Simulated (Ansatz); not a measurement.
System: C$_{4}$H$_{6}$N (charge +1, singlet). It need not be the lowest isomer of its formula. 
Geometry from a B3LYP-D3(BJ)/def2-TZVP (Ansatz, a first-principles code) optimisation:
SMILES: C/C=C\C#[NH+]
```xyz
11

C     -1.8701    -0.1168     0.0435
C     -0.7688    -1.0958     0.0615
C      0.5582    -0.8415     0.0235
C      1.0579     0.4573    -0.0409
N      1.5046     1.5116    -0.0940
H     -1.5420     0.9201    -0.0064
H     -2.5266    -0.3286    -0.8067
H     -2.4907    -0.2561     0.9347
H     -1.0483    -2.1436     0.1109
H      1.3075    -1.6247     0.0406
H      1.9048     2.4331    -0.1406
```
Charge +1, spin multiplicity 1.

Total electronic energies in hartree. Cores are frozen in the correlated levels unless marked. No spin-orbit coupling. No relativistic terms. CBS(X,Y): correlation extrapolated as X^-3; Hartree-Fock from the larger set. The bracket is a focal-point correction in the basis named.

```tsv
level	program	energy (Eh)
HF/cc-pVQZ	Ansatz	-209.21958
PBE0/def2-TZVP	Ansatz	-210.29452
LC-wPBE/def2-TZVPD	Ansatz	-210.39764
B2GP-PLYP-D4/def2-TZVPD	Ansatz + dftd4	(withheld)
MP2/cc-pVTZ	Ansatz	-210.02444
SCS-MP2/cc-pwCVTZ	Ansatz	-210.03366
CCSD(T)/6-31G	Ansatz	-209.55587
CCSD(T)/cc-pVTZ	Ansatz	-210.09568
RI-MP2/CBS(cc-pVTZ,cc-pVQZ)+[CCSD(T)-MP2]/cc-pVTZ	Ansatz	-210.1980
```

Problem. What belongs in the gaps?

Solution. 
- B2GP-PLYP-D4/def2-TZVPD, energy (Eh): -210.32331
